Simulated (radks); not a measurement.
Trend from Rb2+ to Xe2+: ionisation energy by Delta-SCF between NIST ground configurations, and size. Method: scalar-relativistic Kohn-Sham, PBE, spin-polarised, spherical densities, finite nucleus; open shells are filled with parallel spins first (spin-orbit coupling, left out, can overturn this in heavy ions); Fermi nuclear charge, rms radius of each element as measured or else 0.836 A^(1/3) + 0.57 fm; computed with a radial shooting solver on a logarithmic mesh with Libxc functionals.

species      configuration  IE (eV)  NIST (eV)       kind  -e(HOMO) (eV)  outermost  <r> outermost (bohr)
Rb2+     [Ar] 3d10 4s2 4p5   39.278     39.247  semi-emp.    33.214 (4p)         4p                  1.64
Sr2+                  [Kr]   42.993     42.884       exp.    36.517 (4p)         4p                  1.55
Zr2+              [Kr] 4d2   23.164     23.170  semi-emp.    17.937 (4d)         4d                  2.00
Nb2+              [Kr] 4d3   25.553     25.040  semi-emp.    19.985 (4d)         4d                  1.84
Mo2+              [Kr] 4d4   27.830       27.1  semi-emp.    21.936 (4d)         4d                  1.71
Tc2+              [Kr] 4d5   30.027     29.550  semi-emp.    23.819 (4d)         4d                  1.60
Ru2+              [Kr] 4d6   28.429     28.470  semi-emp.    22.335 (4d)         4d                  1.54
Rh2+              [Kr] 4d7   30.912     31.060  semi-emp.    24.474 (4d)         4d                  1.46
Pd2+              [Kr] 4d8   33.285     32.930  semi-emp.    26.524 (4d)         4d                  1.38
Ag2+              [Kr] 4d9   35.577       34.8  semi-emp.    28.508 (4d)         4d                  1.31
Cd2+             [Kr] 4d10   37.809      37.47       exp.    30.444 (4d)         4d                  1.25
In2+         [Kr] 4d10 5s1   28.574     28.044       exp.    24.150 (5s)         5s                  2.34
Sn2+         [Kr] 4d10 5s2   30.692     30.506       exp.    26.091 (5s)         5s                  2.22
Sb2+     [Kr] 4d10 5s2 5p1   24.651     25.324       exp.    20.514 (5p)         5p                  2.49
Te2+     [Kr] 4d10 5s2 5p2   27.536      27.84       exp.    23.057 (5p)         5p                  2.33
I2+      [Kr] 4d10 5s2 5p3   30.270      29.57       exp.    25.488 (5p)         5p                  2.20
Xe2+     [Kr] 4d10 5s2 5p4   30.403      31.05  semi-emp.    25.686 (5p)         5p                  2.10

Reference values: NIST Atomic Spectra Database (exp. = measured, semi-emp. = semi-empirical, theory = theoretical value adopted there). Open shells are spherical and high-spin; term and fine-structure splittings are not resolved. Spin-orbit splitting is averaged out at the scalar-relativistic level.
